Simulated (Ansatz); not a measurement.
Two members of one family (InF3 adduct), computed with Ansatz in the gas phase; def2 core potentials for In, no spin–orbit coupling. The two geometries come from different levels. Binding counts from free atoms in the multiplicity of their measured ground term, without zero-point energy. A dash marks a value that wasn't run or was left out as unsound. The structures are stationary points that may keep the symmetry of their start. Remarks come from the PBE and PBE0 runs and from stability tests at other levels; not every state was tested. HOMO above LUMO (over both spins in singlets and doublets, within one spin in higher multiplets; at PBE or PBE0), or a gap under 0.15 eV within one spin, warns that the state may not be the lowest or that an electron is smeared out.

First: In(H2S)F3 (singlet, charge 0, PBE-D4/def2-SVP geometry).

```tsv
atom	x (Å)	y (Å)	z (Å)
In1	-1.002	-0.270	0.199
S2	1.339	1.136	0.072
H3	1.595	-0.187	0.407
H4	1.360	0.855	-1.264
F5	-2.199	0.405	1.603
F6	0.357	-1.664	0.705
F7	-1.450	-0.274	-1.722
```

```
              level  HOMO (eV)  LUMO (eV)  gap (eV)  vertical IE (eV)  vertical triplet (eV)  binding per atom (eV)
   PBE-D4/def2-TZVP      -8.24      -3.64      4.60             11.22                   4.68                   3.11
r2SCAN-D4/def2-TZVP      -8.62      -3.42      5.20             11.49                   5.03                   3.06
 B3LYP-D4/def2-TZVP      -9.47      -3.09      6.38                 –                      –                   2.98
   PBE0-D4/def2-SVP      -9.58      -2.50      7.08                 –                      –                   2.94
  PBE0-D4/def2-TZVP      -9.73      -2.73      7.00             11.88                   5.46                   2.97
```

Remarks: gap within one spin near zero at PBE or PBE0 (+1 doublet), gap within one spin near zero at PBE or PBE0 (triplet).

Second: In(NH3)F3 (singlet, charge 0, PBE0-D4/def2-SVP geometry).

Cartesian coordinates in Å:
```
In 0.1522 -0.1029 -1.1678
N -0.1418 0.0968 1.0864
H -0.5021 1.0233 1.3202
H 0.7446 -0.0371 1.5758
H -0.8048 -0.6030 1.4234
F 2.0732 -0.4772 -1.1340
F -0.4387 1.6966 -1.6587
F -1.0826 -1.5964 -1.4453
```

Estimate the same table for the second.


```
              level  HOMO (eV)  LUMO (eV)  gap (eV)  vertical IE (eV)  vertical triplet (eV)  binding per atom (eV)
   PBE-D4/def2-TZVP      -8.06      -2.79      5.27             11.39                   5.33                   3.44
r2SCAN-D4/def2-TZVP      -8.51      -2.49      6.01             11.71                   5.68                   3.36
 B3LYP-D4/def2-TZVP      -9.75      -2.23      7.52                 –                      –                   3.34
   PBE0-D4/def2-SVP      -9.64      -1.52      8.12                 –                      –                   3.28
  PBE0-D4/def2-TZVP     -10.03      -1.84      8.19             12.27                   6.19                   3.31
```

Remarks: gap within one spin near zero at PBE or PBE0 (+1 doublet), gap within one spin near zero at PBE or PBE0 (triplet).
